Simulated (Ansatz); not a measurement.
System: OsO, charge 0, multiplicity 3. The spin state was set by rule; other spins were not relaxed. SMILES: [O]=[Os]
Structure (B3LYP-D3(BJ)/def2-TZVP (Ansatz, a first-principles code) minimum search):
```xyz
2

Os     0.0000     0.0000    -0.1587
O      0.0000     0.0000     1.5078
```
Charge 0, spin multiplicity 3.

Property: atomisation energy (electronic, to ground-state atoms), in kcal/mol. Cores are frozen in the correlated levels unless marked. Open shells are spin-unrestricted. Spin-orbit coupling is left out. Frozen are the shells of the preceding noble gas and the d and f shells that filled before the atom's block. Past Kr the def2 sets carry scalar-relativistic core potentials. The coupled-cluster limit lacks core correlation, which all-electron functionals hold. CBS marks a two-point X^-3 extrapolation of the correlation energy; Hartree-Fock from the larger set.

```json
[
 {"level": "HF/def2-QZVPP", "program": "Ansatz", "atomisation energy (kcal/mol)": "6.2"},
 {"level": "BLYP-D4/def2-TZVPD", "program": "Ansatz + dftd4", "atomisation energy (kcal/mol)": "131.3"},
 {"level": "r2SCAN-D4/def2-TZVPD", "program": "Ansatz + dftd4", "atomisation energy (kcal/mol)": "121.2"},
 {"level": "PBE0-D3(BJ)/def2-TZVP", "program": "Ansatz + dftd3", "atomisation energy (kcal/mol)": "110.5"},
 {"level": "PBE0-D4/def2-TZVP", "program": "Ansatz + dftd4", "atomisation energy (kcal/mol)": "110.7"},
 {"level": "PBE0/def2-TZVP", "program": "Ansatz", "atomisation energy (kcal/mol)": "110.1"},
 {"level": "BHLYP-D4/def2-TZVPD", "program": "Ansatz + dftd4", "atomisation energy (kcal/mol)": "82.0"},
 {"level": "HSE06-D4/def2-TZVPD", "program": "Ansatz + dftd4", "atomisation energy (kcal/mol)": "111.5"},
 {"level": "LC-wPBE-D3(BJ)/def2-TZVPD", "program": "Ansatz + dftd3", "atomisation energy (kcal/mol)": "112.5"},
 {"level": "PBE-QIDH/def2-TZVPD", "program": "Ansatz", "atomisation energy (kcal/mol)": "105.2"},
 {"level": "RPA@PBE/def2-QZVPP", "program": "Ansatz", "atomisation energy (kcal/mol)": "103.1"},
 {"level": "RI-MP2/def2-TZVPPD", "program": "Ansatz", "atomisation energy (kcal/mol)": "91.1"},
 {"level": "CCSD/def2-TZVPP", "program": "Ansatz", "atomisation energy (kcal/mol)": "94.0"},
 {"level": "CCSD(T)/def2-SVP", "program": "Ansatz", "atomisation energy (kcal/mol)": "92.9"},
 {"level": "CCSD(T)/CBS(def2-TZVPPD,def2-QZVPPD)", "program": "Ansatz", "atomisation energy (kcal/mol)": "110.4"}
]
```

The UHF reference is spin-contaminated (<S^2> 0.79 over the pure value in the largest basis). The T1 diagnostic of CCSD in the largest basis is 0.082, which is high, so the coupled-cluster rows are less sure than usual.
